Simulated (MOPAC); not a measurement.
MOPAC input (PM6):

```
PM6 FORCE THERMO(298,298) PRECISE LET CHARGE=1 GEO-OK AUX(PRECISION=9) THREADS=1
H2BO

H    -0.00000000 1    0.00000000 1   -1.87755155 1
B    -0.00000000 1   -0.00000000 1   -0.71625956 1
O     0.00000000 1   -0.00000000 1    0.50823367 1
H    -0.00000000 1    0.00000000 1    1.42777928 1
```

Output:

```
 *******************************************************************************
 **                                                                           **
 **                              MOPAC v23.2.5                                **
 **                                                                           **
 *******************************************************************************
 ** MOPAC's Digital Object Identifier: https://doi.org/10.5281/zenodo.6511958 **
 **                                                                           **
 ** Please cite the open-source release paper for use of this MOPAC version:  **
 ** J. E. Moussa and J. J. P. Stewart (2026)                                  **
 ** MOPAC: An open-source semiempirical molecular orbital program             **
 ** J. Open Source Softw., 11(119), 8025, https://doi.org/10.21105/joss.08025 **
 *******************************************************************************

                              PM6 CALCULATION RESULTS

 *******************************************************************************
 *  PM6        - The PM6 Hamiltonian to be used
 *  GEO-OK     - OVERRIDE INTERATOMIC DISTANCE AND OTHER SAFETY CHECKS
 *
 *
 *
 *                 CHARGE ON SYSTEM = +1
 *
 *
 *
 *  LET        - OVERRIDE SOME SAFETY CHECKS
 *  PRECISE    - TIGHTER CRITERIA TO BE USED
 *  FORCE      - FORCE CALCULATION SPECIFIED
 *  AUX        - OUTPUT AUXILIARY INFORMATION
 *  THERMO     - THERMODYNAMIC QUANTITIES TO BE CALCULATED
 *******************************************************************************
PM6 FORCE THERMO(298,298) PRECISE LET CHARGE=1 GEO-OK AUX(PRECISION=9) THREADS=1
 H2BO

   ATOM   CHEMICAL          X               Y               Z
  NUMBER   SYMBOL      (ANGSTROMS)     (ANGSTROMS)     (ANGSTROMS)

     1       H         -0.00000000  *   0.00000000  *  -1.87755155  *
     2       B         -0.00000000  *  -0.00000000  *  -0.71625956  *
     3       O          0.00000000  *  -0.00000000  *   0.50823367  *
     4       H         -0.00000000  *   0.00000000  *   1.42777928  *

          CARTESIAN COORDINATES

    NO.       ATOM           X           Y           Z

     1         H         -0.0000      0.0000     -1.8776
     2         B         -0.0000     -0.0000     -0.7163
     3         O          0.0000     -0.0000      0.5082
     4         H         -0.0000      0.0000      1.4278

 General Reference for PM6:
 "Optimization of Parameters for Semiempirical Methods V: Modification of NDDO Approximations
 and Application to 70 Elements", J. J. P. Stewart, J. Mol. Mod., 13, 1173-1213 (2007)
 URL: https://link.springer.com/article/10.1007/s00894-007-0233-4

           Empirical Formula: H2 O B  =     4 atoms

      MOLECULAR POINT GROUP   :   C*v

      RHF CALCULATION, NO. OF DOUBLY OCCUPIED LEVELS = 5

          HEAT OF FORMATION =     124.405852 KCALS/MOLE

          CARTESIAN COORDINATE DERIVATIVES

   NUMBER  ATOM         X            Y            Z

     1       H      0.002588    -0.000000     0.000000
     2       B     -0.007762     0.000000     0.000000
     3       O      0.010209     0.000001     0.000000
     4       H     -0.005034    -0.000001     0.000000

 DIPOLE           X         Y         Z       TOTAL
 POINT-CHG.     6.758    -0.000    -0.000     6.758
 HYBRID         1.133    -0.000    -0.000     1.133
 SUM            7.891    -0.000    -0.000     7.891

          GRADIENT NORM =   0.01402

          MOLECULAR WEIGHT =   28.83

          ROTATIONAL CONSTANTS IN CM(-1)

          A =    0.00000000   B =    1.10281057   C =    1.10281057

           PRINCIPAL MOMENTS OF INERTIA IN UNITS OF 10**(-40)*GRAM-CM**2

          A =        0.0000   B =       25.3831   C =       25.3831

          ORIENTATION OF MOLECULE IN FORCE CALCULATION

    NO.       ATOM         X         Y         Z

     1          H      -1.8753    0.0000    0.0000
     2          B      -0.7140    0.0000    0.0000
     3          O       0.5105    0.0000    0.0000
     4          H       1.4300   -0.0000   -0.0000

    FIRST DERIVATIVES WILL BE USED IN THE CALCULATION OF SECOND DERIVATIVES

    FOR POINT-GROUP C*v  THERE ARE  84 UNIQUE SYMMETRY FUNCTIONS.

(To convert to Hartree/Bohr^2, multiply by (10^(-21) x N x a0^2)/(4.184 x 627.51) =  0.0642)

           FORCE MATRIX IN MILLIDYNES/ANGSTROM

                  H  1       B  2       O  3       H  4
 ------------------------------------------------------
     H    1   4.454389
     B    2   4.327459  15.479713
     O    3   0.168769  10.464204  12.585228
     H    4   0.107408   0.697399   2.001944   2.682305

          HEAT OF FORMATION =     124.405852 KCALS/MOLE

          ZERO POINT ENERGY      13.246 KCAL/MOL

           NORMAL COORDINATE ANALYSIS (Total motion = 1 Angstrom)

   Root No.       1         2         3         4         5         6         7

                 1 Pi      1 Pi      2 Pi      2 Pi      1 Sig     2 Sig     3 Sig

                 564.6     564.6     719.4     719.4    1642.0    2167.9    2888.2

           1   -0.0000   -0.0000    0.0000    0.0000    0.3802   -0.0066    0.8654
           2   -0.2801    0.0088    0.5407   -0.0033   -0.0000    0.0000   -0.0000
           3   -0.0088   -0.2801    0.0033    0.5407   -0.0000    0.0000   -0.0000
           4    0.0000    0.0000   -0.0000   -0.0000    0.2578   -0.0016   -0.1029
           5    0.0896   -0.0028   -0.0718    0.0004   -0.0000    0.0000    0.0000
           6    0.0028    0.0896   -0.0004   -0.0718   -0.0000    0.0000    0.0000
           7   -0.0000   -0.0000   -0.0000   -0.0000   -0.1872   -0.0573    0.0139
           8   -0.0776    0.0024   -0.0094    0.0001    0.0000   -0.0000   -0.0000
           9   -0.0024   -0.0776   -0.0001   -0.0094    0.0000   -0.0000   -0.0000
          10    0.0000    0.0000    0.0000    0.0000   -0.1748    0.9344    0.0177
          11    0.5522   -0.0173    0.3781   -0.0023   -0.0000   -0.0000   -0.0000
          12    0.0173    0.5522    0.0023    0.3781   -0.0000   -0.0000   -0.0000

           MASS-WEIGHTED COORDINATE ANALYSIS (NORMAL COORDINATES)

   Root No.       1         2         3         4         5         6         7

                 1 Pi      1 Pi      2 Pi      2 Pi      1 Sig     2 Sig     3 Sig

                 564.6     564.6     719.4     719.4    1642.0    2167.9    2888.2

           1   -0.0000   -0.0000    0.0000    0.0000    0.3164   -0.0069    0.9300
           2   -0.3724    0.0124    0.7709   -0.0047   -0.0000    0.0000   -0.0000
           3   -0.0124   -0.3724    0.0047    0.7709   -0.0000    0.0000   -0.0000
           4    0.0000    0.0000   -0.0000   -0.0000    0.7027   -0.0056   -0.3622
           5    0.3899   -0.0130   -0.3350    0.0021   -0.0000    0.0000    0.0000
           6    0.0130    0.3899   -0.0021   -0.3350   -0.0000    0.0000    0.0000
           7   -0.0000   -0.0000   -0.0000   -0.0000   -0.6205   -0.2375    0.0595
           8   -0.4113    0.0137   -0.0534    0.0003    0.0000   -0.0000   -0.0000
           9   -0.0137   -0.4113   -0.0003   -0.0534    0.0000   -0.0000   -0.0000
          10    0.0000    0.0000    0.0000    0.0000   -0.1454    0.9713    0.0191
          11    0.7341   -0.0245    0.5391   -0.0033   -0.0000   -0.0000   -0.0000
          12    0.0245    0.7341    0.0033    0.5391   -0.0000   -0.0000   -0.0000

          DESCRIPTION OF VIBRATIONS

 VIBRATION          2    1Pi         ATOM PAIR     ENERGY CONTRIBUTION    RADIAL
 FREQUENCY           564.59         O 3 -- H 4         +61.6% ( 88.7%)      0.0%
 TRANSITION DIPOLE   1.5875         H 1 -- B 2         +28.8% ( 60.7%)      0.0%
 TRAVEL (Ang.)       0.3418         B 2 -- O 3          +9.6% ( 35.0%)      0.0%
 REDUCED MASS        1.0222
 EFFECTIVE MASS      3.5421
 FORCE CONSTANT      0.1920

 VIBRATION          4    2Pi         ATOM PAIR     ENERGY CONTRIBUTION    RADIAL
 FREQUENCY           719.37         H 1 -- B 2         +73.9% ( 77.9%)      0.0%
 TRANSITION DIPOLE   0.2831         O 3 -- H 4         +23.6% ( 44.0%)      0.0%
 TRAVEL (Ang.)       0.4029         B 2 -- O 3          +2.5% ( 14.3%)      0.0%
 REDUCED MASS        0.5774
 EFFECTIVE MASS      1.6432
 FORCE CONSTANT      0.1760

 VIBRATION          5    1Sig        ATOM PAIR     ENERGY CONTRIBUTION    RADIAL
 FREQUENCY          1641.99         B 2 -- O 3         +67.0% (103.5%)    100.0%
 TRANSITION DIPOLE   3.5983         H 1 -- B 2         +22.4% ( 59.8%)    100.0%
 TRAVEL (Ang.)       0.0905         O 3 -- H 4         +10.6% ( 41.2%)    100.0%
 REDUCED MASS        5.0174
 EFFECTIVE MASS     12.5994
 FORCE CONSTANT      7.9701

 VIBRATION          6    2Sig        ATOM PAIR     ENERGY CONTRIBUTION    RADIAL
 FREQUENCY          2167.87         O 3 -- H 4         +98.5% (100.0%)    100.0%
 TRANSITION DIPOLE   2.4170         B 2 -- O 3          +1.5% ( 12.3%)    100.0%
 TRAVEL (Ang.)       0.1811
 REDUCED MASS        0.9482
 EFFECTIVE MASS      1.4858
 FORCE CONSTANT      2.6254

 VIBRATION          7    3Sig        ATOM PAIR     ENERGY CONTRIBUTION    RADIAL
 FREQUENCY          2888.23         H 1 -- B 2         +95.5% ( 99.6%)    100.0%
 TRANSITION DIPOLE   0.5379         B 2 -- O 3          +4.4% ( 21.4%)    100.0%
 TRAVEL (Ang.)       0.1576
 REDUCED MASS        0.9402
 EFFECTIVE MASS      1.8828
 FORCE CONSTANT      4.6212

      SYMMETRY NUMBER FOR POINT-GROUP C*v =  1

          SYSTEM IS A GROUND STATE

 H2BO

          MOLECULE IS LINEAR

          THERE ARE  7 GENUINE VIBRATIONS IN THIS SYSTEM
          THIS THERMODYNAMICS CALCULATION IS LIMITED TO
          MOLECULES WHICH HAVE NO INTERNAL ROTATIONS

                    CALCULATED THERMODYNAMIC PROPERTIES
                                          *
   TEMP. (K)   PARTITION FUNCTION   H.O.F.    ENTHALPY  HEAT CAPACITY ENTROPY
                                   KCAL/MOL   CAL/MOLE    CAL/K/MOL  CAL/K/MOL

 298.00  VIB.     0.1220D+01                   359.7907     3.8499     1.6025
         ROT.     0.1878D+03                   592.1869     1.9872    12.3911
         INT.     0.2291D+03                   951.9776     5.8371    13.9936
         TRA.     0.1496D+27                  1480.4672     4.9680    36.0079
         TOT.                      124.406    2432.4447    10.8051    50.0015

   *: NOTE: HEATS OF FORMATION ARE RELATIVE TO THE
            ELEMENTS IN THEIR STANDARD STATE AT 298K
              (=  Standard Enthalpy of Formation).

            Hvib:  Zero-point energy is not included.
                   frequencies of less than zero cm-1 are not included.
            Hrot = (3/2)RT
            Htra = (3/2)RT + pV = (5/2)RT

            Heat capacity is Cp, not Cv

          For more information, see: HTTP://OpenMOPAC.net/Manual/thermochemistry.html

           FORCE CONSTANT IN CARTESIAN COORDINATES (Millidynes/A)

    ATOM   CHEMICAL       X               Y               Z
   NUMBER   SYMBOL  FORCE CONSTANT  FORCE CONSTANT  FORCE CONSTANT

      1       H        4.444784        0.208918        0.208918
      2       B       15.450565        0.678548        0.678548
      3       O       12.562442        0.522253        0.522253
      4       H        2.668879        0.191473        0.191473

 **********************
 *                    *
 * JOB ENDED NORMALLY *
 *                    *
 **********************

 == MOPAC DONE ==
```

The dipole moment of an ion depends on the origin.
